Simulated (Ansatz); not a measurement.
`C[CH2][InH][SH]` + H₂ → `C[CH2][InH2]` + H₂S at 298.15 K and 1 bar (hydrogenolysis of the In–S bond).

Isolated molecules relaxed with PBE0-D4/def2-TZVP in Ansatz; ΔE leaves out vibrations. CCSD(T)/CBS adds triple-zeta CCSD(T) − MP2 to the extrapolated MP2 energy (def2 sets, frozen cores). This one scheme is used for every species. Elements past krypton have def2 core potentials. For In outer-core shells are correlated without core-valence functions, which leaves a few kJ/mol of doubt a bond. Each species was taken in one conformer, which may not be the lowest.

| species | CCSD(T)/CBS energy (Eh) | H − E (kJ/mol) | S (J/(mol·K)) |
| --- | --- | --- | --- |
| `C[CH2][InH][SH]` | -667.92823 | 231.8 | 366.6 |
| H₂ | -1.17544 | 35.1 | 130.4 |
| `C[CH2][InH2]` | -270.09414 | 216.8 | 328.9 |
| H₂S | -398.97279 | 49.9 | 205.7 |

H − E and S are ideal-gas, rigid-rotor, harmonic terms from PBE0-D4/def2-TZVP, for one conformer and one mirror image of each species. For small species the MP2-based limit differs from directly extrapolated CCSD(T) by up to some mEh (0.8 for H₂); such offsets cancel only in part. 1 Eh = 2625.50 kJ/mol, R = 8.31446 J/(mol·K).

Task: By hand: ΔE, ΔH, ΔS and ΔG.

Result: ΔE = (-270.09414) + (-398.97279) − (-667.92823) − (-1.17544) = 0.03674 Eh = 96.5 kJ/mol. Δ(H − E) = 216.8 + 49.9 − 231.8 − 35.1 = -0.2, so ΔH = 96.3 kJ/mol. ΔS = 328.9 + 205.7 − 366.6 − 130.4 = 37.6 J/(mol·K). ΔG = 96.3 − 298.15 × (37.6)/1000 = 85.1 kJ/mol.

Task: By hand: the equilibrium constant, and the temperature at which ΔG would vanish if ΔH and ΔS stayed fixed.

Result: log₁₀ K = −ΔG/(RT ln 10) = -14.9. ΔG = 0 at ΔH/ΔS = 2561 K, far beyond where these terms or the molecules hold.

ΔH outweighs TΔS. A doubt of 5 kJ/mol in ΔE shifts log₁₀ K by 0.9 here. Other conformers and mirror images would add mixing entropy, several J/(mol·K) or more a flexible species. Modes under 60 cm⁻¹, often nearly free rotors, make the harmonic entropy too high. These are equilibria of isolated gas molecules and say nothing of rates. Largest T1 diagnostic: 0.013 (customary marks: 0.02 for closed shells, 0.045 for open ones).
